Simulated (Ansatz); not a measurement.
ClFH4OSSi2, SMILES `O[SiH](F)S[SiH2]Cl`. The species carries charge 0 and has multiplicity 1.

```xyz
10

O     2.055    1.605    0.961
Si    1.204    0.602    0.012
F     1.437   -0.922    0.415
S    -0.870    1.028    0.251
Si   -1.706   -0.852   -0.298
Cl   -1.110   -1.422   -2.177
H     1.778    1.735    1.870
H     1.691    0.788   -1.360
H    -1.311   -1.923    0.636
H    -3.169   -0.640   -0.309
```

(1) Give the diagnostics of a CCSD(T)/def2-TZVPP run (frozen core, Ansatz 0.2.0). (Best estimate.)

Results:

(1) Computed: T1 = 0.0113, largest single amplitude 0.012, largest double 0.014, (T) share of the correlation energy 3.7 %, 9 CCSD cycles. The RHF solution is stable towards an unrestricted one. T1 lies under the customary mark of 0.02 for closed shells.
